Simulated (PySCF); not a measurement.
C₃Si, SMILES [C]1[c+]2[si-2][c+]21 (connectivity only; charge and spin as stated), neutral, multiplicity 1. Atoms are numbered in the order given.

```xyz
4

Si     0.0000     0.0000    -1.1790
C      0.0000    -0.7362     0.5065
C      0.0000     0.7362     0.5065
C      0.0000     0.0000     1.7381
```

Coordinates come from a r2SCAN-D4/def2-TZVP optimisation.

The numbers are results of r2SCAN-D4/def2-TZVP run with PySCF, not measurements.

Frequencies are harmonic and unscaled.

Computed normal modes with their intensities:
```json
[
 {"mode": "1", "ν (cm⁻¹)": "191", "IR (km/mol)": "15.2", "moving atoms (share of kinetic energy)": "C 92 %, Si 8 %"},
 {"mode": "2", "ν (cm⁻¹)": "424", "IR (km/mol)": "38.3", "moving atoms (share of kinetic energy)": "C 87 %, Si 13 %"},
 {"mode": "3", "ν (cm⁻¹)": "685", "IR (km/mol)": "45.2", "moving atoms (share of kinetic energy)": "Si 50 %, C 50 %"},
 {"mode": "4", "ν (cm⁻¹)": "1024", "IR (km/mol)": "45.1", "moving atoms (share of kinetic energy)": "C 94 %"},
 {"mode": "5", "ν (cm⁻¹)": "1072", "IR (km/mol)": "1.9", "moving atoms (share of kinetic energy)": "C 98 %"},
 {"mode": "6", "ν (cm⁻¹)": "1403", "IR (km/mol)": "193.1", "moving atoms (share of kinetic energy)": "C 100 %"}
]
```
